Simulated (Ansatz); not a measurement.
`[Cl][GaH][GeH3]` at its PBE0-D4/def2-TZVP geometry, where that method's forces vanish. Charge 0, multiplicity 1.

```xyz
7

Cl   -2.1896   -0.6812   -1.7690
Ga   -1.3459    0.1024    0.0569
Ge    1.0859    0.0108    0.1538
H    -2.4159    0.6211    1.0729
H     1.5503   -1.4527    0.0764
H     1.6823    0.7702   -1.0421
H     1.6330    0.6293    1.4511
```

What forces (eV/Å) does ωB97M-V/def2-TZVPP give on these atoms in Ansatz? (Best estimate.)

The calculation gave: 
```
Cl1 -0.002 -0.006 -0.013
Ga2  0.007  0.051  0.115
Ge3  0.023 -0.004 -0.002
H4   0.105 -0.049 -0.097
H5  -0.040  0.115  0.006
H6  -0.050 -0.058  0.093
H7  -0.043 -0.049 -0.102
```
